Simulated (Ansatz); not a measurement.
Abridged output of a molecular run in Ansatz:

```
Functional definition: HF
  name "HF"
  cite "Fock, Z. Phys. 61, 126 (1930) doi:10.1007/BF01340294"
  parent pbe
  exchange = exact_x
  correlation = 0
1511 factors; integrals over basis functions are off by at most 1.1e-3 eV
mean field evaluation 1: about -9574.8469 eV, gradient 4.4e1 eV
mean field evaluation 2: about -9575.1593 eV, gradient 4.5e1 eV
mean field evaluation 4: about -9579.2429 eV, gradient 5.0e0 eV
mean field evaluation 8: about -9579.3343 eV, gradient 5.2e-1 eV
mean field evaluation 16: about -9579.3364 eV, gradient 4.9e-6 eV
mean field -9579.33642682 eV, -352.0341205784 hartree, gradient 4.9e-6 eV, S^2 0.000000; 0 other end points of the search recorded, 0 dependent functions left out
6 core orbitals not correlated: weight in the atoms' cores, before any rotation towards them, 1.000 or more for the frozen orbitals, at most 0.000 for the correlated occupied ones
reference -9579.33642682 eV, -352.0341205784 hartree; 17, 17 occupied and 219, 219 virtual orbitals, 1511 factors
second order -30.55765530 eV of doubles, -0.00000000 eV of singles
cycle   1  -30.28659496 eV  change    2.7e-1 eV  update   1.3e-1
cycle   2  -31.06526157 eV  change   -7.8e-1 eV  update   4.0e-2
cycle   3  -31.25763030 eV  change   -1.9e-1 eV  update   2.1e-2
cycle   4  -31.23321473 eV  change    2.4e-2 eV  update   5.1e-3
cycle   5  -31.22949652 eV  change    3.7e-3 eV  update   2.7e-3
cycle   6  -31.23147568 eV  change   -2.0e-3 eV  update   9.2e-4
cycle   7  -31.23146692 eV  change    8.8e-6 eV  update   4.1e-4
cycle   8  -31.23114786 eV  change    3.2e-4 eV  update   1.7e-4
cycle   9  -31.23111745 eV  change    3.0e-5 eV  update   6.7e-5
cycle  10  -31.23120134 eV  change   -8.4e-5 eV  update   3.1e-5
cycle  11  -31.23114145 eV  change    6.0e-5 eV  update   1.1e-5
cycle  12  -31.23115299 eV  change   -1.2e-5 eV  update   4.7e-6
perturbative correction -1.21695288 eV, -0.0447221935 hartree
Total energy: -9611.78453270 eV, -353.2265664752 hartree
```

Its atoms:

Z-matrix (Å, degrees):
```
C
F 1 1.373
O 1 1.414 2 107.6
B 1 1.567 2 114.6 3 125.4
H 1 1.105 2 106.6 3 -116.0
C 3 1.347 1 116.1 2 -85.7
H 4 1.191 1 119.8 2 20.0
H 4 1.192 1 118.2 2 -165.3
O 6 1.191 3 125.9 1 -4.1
H 6 1.098 3 108.8 1 176.7
```

Problem. Which basis set was used?
A. def2-QZVPP
B. def2-TZVPPD
C. def2-TZVPP
D. cc-pV(D+d)Z

Solution. C. It gives 242 functions.

Problem. Write the keys of the input that set method, charge and spin (a neutral closed shell needs none for the last two).

Solution. 
```yaml
correlation: {method: ccsd_t}
```
